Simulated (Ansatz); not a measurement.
Basis-set extrapolation for C3H8SSi (`C=CCS[SiH3]`) (PBE0-D4/def2-TZVP geometry, frozen core, the Gaussian-basis code of Ansatz). Multiplicity 1, RHF reference.

```
                      def2-TZVPP   def2-QZVPP
                 HF  -804.787207  -804.812823
    MP2 correlation    -0.803110    -0.860132
CCSD(T) correlation    -0.903488      not run
```

Energies in hartree. Use E(X) = E(∞) + A·exp(−7.88·√X) for Hartree–Fock and E(X) = E(∞) + B·X^(−2.97) for correlation, with X = 3 and 4, and add CCSD(T) minus MP2 of the smaller set to the MP2 limit.

**Question.** What is the CCSD(T) energy at the basis-set limit?

**Answer.** HF limit: -804.812823 + (-0.025616) × 0.13774 = -804.81635. MP2 limit: -0.860132 + (-0.057022) × 0.74074 = -0.90237. Higher-order term: -0.903488 − (-0.803110) = -0.10038. Total: -805.81910 hartree, 337.1 kJ/mol below CCSD(T)/def2-TZVPP.
